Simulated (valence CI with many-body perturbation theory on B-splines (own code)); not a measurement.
The numbers below are computed, except where a source is named.
## Sensitivity of CI+MBPT for Pt³⁷⁺

Level of theory: relativistic CI+MBPT: five valence electrons over a frozen Dirac-Fock core [Kr], radial functions for each j: 6 s, 6 p, 5 d, 5 f, 1 g, with the one-electron correlation potential Σ1, the two-electron term Σ2, the three-electron term Σ3, Breit, model QED; selected CI, second order for the rest, scaled by the run's own slope (own B-spline code, finite nucleus).

No measured spectrum was set against this ion. As an estimate, large intervals hold to a few tenths of a per cent, small ones and those within an open d or f shell to about a per cent. Only levels of the ground parity were solved; by the run's estimate the other parity begins above the list, which can be wrong where configurations are misplaced.

The reference run has the lowest level (4d3/2^4 4d5/2) J=5/2 and an ionisation energy of 1681.12 eV. Its largest variational space holds 10000 state functions.

Levels are named by their leading jj configuration (3d3/2^4 stands for four electrons in 3d with j = 3/2), which in mixed levels can hold well under half, so a name can repeat and another be missing. Letters in brackets count levels of one name in rising energy.

| Level | Reference (cm⁻¹) | Shift (cm⁻¹) |
| --- | --- | --- |
| (4d3/2^3 4d5/2^2) J=5/2 [a] | 145892 | +20 |
| (4d3/2^3 4d5/2^2) J=7/2 [a] | 186134 | +17 |
| (4d3/2^3 4d5/2^2) J=3/2 [a] | 190813 | +8.9 |
| (4d3/2^3 4d5/2^2) J=11/2 | 194673 | +19 |
| (4d3/2^3 4d5/2^2) J=9/2 | 208699 | +18 |
| (4d3/2^3 4d5/2^2) J=5/2 [b] | 218672 | +15 |
| (4d3/2^3 4d5/2^2) J=1/2 | 227689 | +7.8 |
| (4d3/2^3 4d5/2^2) J=7/2 [b] | 234193 | +13 |
| (4d3/2^3 4d5/2^2) J=3/2 [b] | 285801 | -13 |
| (4d3/2^2 4d5/2^3) J=5/2 [a] | 330234 | +25 |
| (4d3/2^2 4d5/2^3) J=7/2 [a] | 357519 | +32 |
| (4d3/2^2 4d5/2^3) J=11/2 | 363147 | +35 |

The ionisation energy moves by +0.0087 eV.

(1) Which of these changes was made?
A. screening of Σ1 on → off; core polarisation of operators on → off
B. averaging of valence orbitals over low configurations on → off
C. scale of Σ1 1 → 0.9

## Answers

(1) B. averaging of valence orbitals over low configurations on → off.
